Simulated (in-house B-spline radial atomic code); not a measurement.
Radial electron density of Dy5+, [Kr] 4d9 4f8 5s2 5p5 5f1. Computed with a B-spline radial code for spherical atoms: scalar-relativistic (X2C) TPSSh, spin-polarised, spherical fractional occupations, exact exchange averaged over the configuration, Fermi nucleus of rms radius 5.2218 fm.

One-electron X2C: radii and densities carry no picture-change correction, so inner-shell <1/r> comes out high (for 1s by about 2 % at Z = 33, 5 % at 54, 10 % at 75, 30 % at 118) and <r> low.

Columns: r (bohr), 4πr²n(r) (electrons per bohr), bar.

```
0.000471    2.456 #
0.000588    3.408 #
0.000733    4.701 ##
0.000914    6.461 ##
 0.00114    8.837 ###
 0.00142    11.99 ####
 0.00177    16.14 ######
 0.00221    21.55 ########
 0.00276    28.42 ###########
 0.00344    36.76 ##############
 0.00429    46.61 #################
 0.00535     57.6 ######################
 0.00667    68.92 ##########################
 0.00831    79.27 ##############################
  0.0104     87.1 #################################
  0.0129    90.43 ##################################
  0.0161    88.81 #################################
  0.0201     83.4 ###############################
  0.0251    78.23 #############################
  0.0313    79.02 ##############################
   0.039    89.21 #################################
  0.0486    105.5 ########################################
  0.0607    117.2 ############################################
  0.0756    113.5 ###########################################
  0.0943    97.67 #####################################
   0.118    87.95 #################################
   0.147    96.04 ####################################
   0.183    104.8 #######################################
   0.228     89.6 ##################################
   0.285    58.72 ######################
   0.355    45.58 #################
   0.442    52.02 ####################
   0.552    50.99 ###################
   0.688    35.14 #############
   0.858    20.31 ########
    1.07    13.36 #####
    1.33    9.117 ###
    1.66    4.727 ##
    2.08    1.727 #
    2.59   0.6627 
    3.23   0.3451 
    4.03   0.1517 
    5.02  0.04081 
    6.26 0.005284 
    7.81 0.0002747 
    9.74 4.097e-06
```

On this grid the curve has 4 maxima, near 0.0129, 0.0607, 0.183, 0.442 bohr.

The 4f up radial function P(r) = rR(r), positive near the nucleus:

| r (bohr) | P |
| --- | --- |
| 0.0251 | 0.001211 |
| 0.039 | 0.005556 |
| 0.0607 | 0.02332 |
| 0.0943 | 0.08485 |
| 0.147 | 0.2579 |
| 0.228 | 0.6017 |
| 0.355 | 1.03 |
| 0.552 | 1.2 |
| 0.858 | 0.9133 |
| 1.33 | 0.4427 |
| 2.08 | 0.1122 |
| 3.23 | 0.011 |
